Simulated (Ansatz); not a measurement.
Abridged output of a molecular run in Ansatz:

```
Functional definition: HF
1812 factors; integrals over basis functions are off by at most 1.2e-3 eV
mean field evaluation 1: about -19980.8993 eV, gradient 4.6e1 eV
mean field evaluation 2: about -19981.1923 eV, gradient 4.6e1 eV
mean field evaluation 4: about -19986.0266 eV, gradient 5.0e0 eV
mean field evaluation 8: about -19986.1106 eV, gradient 2.4e-1 eV
mean field -19986.11083033 eV, -734.4760259421 hartree, gradient 6.1e-6 eV, S^2 0.000000; 0 other end points of the search recorded, 0 dependent functions left out
13 core orbitals not correlated: weight in the atoms' cores, before any rotation towards them, 1.000 or more for the frozen orbitals, at most 0.000 for the correlated occupied ones
reference -19986.11083033 eV, -734.4760259421 hartree; 16, 16 occupied and 288, 288 virtual orbitals, 1812 factors
second order -22.86868212 eV of doubles, -0.00000000 eV of singles
cycle   1  -23.85425997 eV  change   -9.9e-1 eV  update   1.0e-1
cycle   2  -24.48230472 eV  change   -6.3e-1 eV  update   3.0e-2
cycle   3  -24.59861168 eV  change   -1.2e-1 eV  update   1.4e-2
cycle   4  -24.59025209 eV  change    8.4e-3 eV  update   2.9e-3
cycle   5  -24.58972258 eV  change    5.3e-4 eV  update   1.1e-3
cycle   6  -24.58985112 eV  change   -1.3e-4 eV  update   2.7e-4
cycle   7  -24.58971726 eV  change    1.3e-4 eV  update   9.6e-5
cycle   8  -24.58970350 eV  change    1.4e-5 eV  update   2.9e-5
perturbative correction -0.85958323 eV, -0.0315891010 hartree
Total energy: -20011.56011706 eV, -735.4112699793 hartree
```

Its atoms:

Cartesian coordinates in Å:
```
C 0.3129 1.9358 0.4633
C -0.8798 1.2003 -0.1419
Si -1.1527 -0.5064 0.5607
O 0.1784 -1.4443 0.3575
Si 1.2409 -2.0704 -0.7094
H 0.4293 2.9347 0.0360
H 0.2028 2.0513 1.5448
H 1.2454 1.3940 0.2881
H -0.7670 1.1138 -1.2289
H -1.8045 1.7690 0.0164
H -1.4081 -0.4311 2.0234
H -2.3156 -1.1555 -0.1067
H 2.2570 -2.8492 0.0391
H 1.9158 -0.9810 -1.4663
H 0.5453 -2.9609 -1.6761
```

Which basis set was used?
A. def2-SVPD
B. def2-TZVPP
C. def2-QZVPP
D. cc-pV(Q+d)Z

B. It gives 317 functions.

Write the keys of the input that set method, charge and spin (a neutral closed shell needs none for the last two).


```yaml
correlation: {method: ccsd_t}
```
